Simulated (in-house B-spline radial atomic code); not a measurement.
A fraction x of an electron is removed from 3p in neutral scandium, starting from [Ar] 3d1 4s2 and keeping the highest spin. Level of theory: non-relativistic HSE06, spin-polarised, spherical fractional occupations, point nucleus; calculated with a radial B-spline atomic code at the basis-set limit.

Caution: exact exchange at fractional occupations of open shells leaves self-interaction of up to several eV.

```tsv
x	E(x) - E(0) (eV)	3p down level (eV)
0	0.0000	-35.643
0.06	2.1556	-36.208
0.23	8.4537	-37.910
0.33	?	?
0.43	16.2489	-40.064
0.5	19.0807	-40.849
0.53	20.3114	-41.190
0.68	?	?
0.86	34.5413	-45.094
0.98	40.0411	-46.574
1	40.9750	-46.823
```

Task: What belongs in the row x = 0.33?

Result: An energy change of 12.2975 eV; 3p down at -38.969 eV.

Task: What belongs in the row x = 0.68?

Result: An energy change of 26.6199 eV; 3p down at -42.932 eV.

Task: Check Janak's theorem between x = 0.06 and 0.23.

Result: The slope of the energy is 37.05 eV; the orbital levels give 37.06 eV (-ε of the emptying orbital, averaged over the two points).
